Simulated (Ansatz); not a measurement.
`[SiH3][Al]1[BH][SiH2]1` at its PBE0-D4/def2-TZVP geometry, where that method's forces vanish. The species carries charge 0 and has multiplicity 1.

```
atom   x (Å)   y (Å)   z (Å)
 Si1   1.243   1.514   1.211
 Al2  -0.528   0.204   0.136
  B3  -2.101  -0.759  -0.662
 Si4  -0.680  -1.724  -1.352
  H5   0.655   2.618   2.019
  H6   2.055   0.653   2.113
  H7   2.146   2.110   0.188
  H8  -3.284  -0.766  -0.711
  H9   0.594  -1.028  -0.769
 H10  -0.099  -2.822  -2.173
```

Task: For each bond, give half the difference of the two atoms' forces along it (eV/Å; positive pushes the atoms apart) under PBE-D4, r2SCAN-D4, B3LYP-D4, ωB97M-V in def2-TZVPP. (An estimate is asked.)

Result: The calculation gave: 
```tsv
bond	length (Å)	PBE-D4	r2SCAN-D4	B3LYP-D4	ωB97M-V
Si1–Al2	2.451	-0.10	0.00	0.02	0.02
Si1–H5	1.489	0.10	-0.02	-0.07	-0.11
Si1–H6	1.489	0.09	-0.01	-0.06	-0.10
Si1–H7	1.489	0.09	-0.01	-0.06	-0.10
Al2–B3	2.009	0.07	0.04	0.05	-0.01
Al2–Si4	2.440	0.13	-0.01	0.15	0.08
B3–Si4	1.851	0.07	0.06	0.12	-0.02
B3–H8	1.185	0.01	-0.08	-0.11	-0.02
Si4–H9	1.564	0.12	-0.01	-0.06	-0.05
Si4–H10	1.489	0.07	0.00	-0.14	-0.14
```

B3LYP here is the variant with VWN-RPA as its local correlation; programs differ in this.

All numbers were calculated with Ansatz.
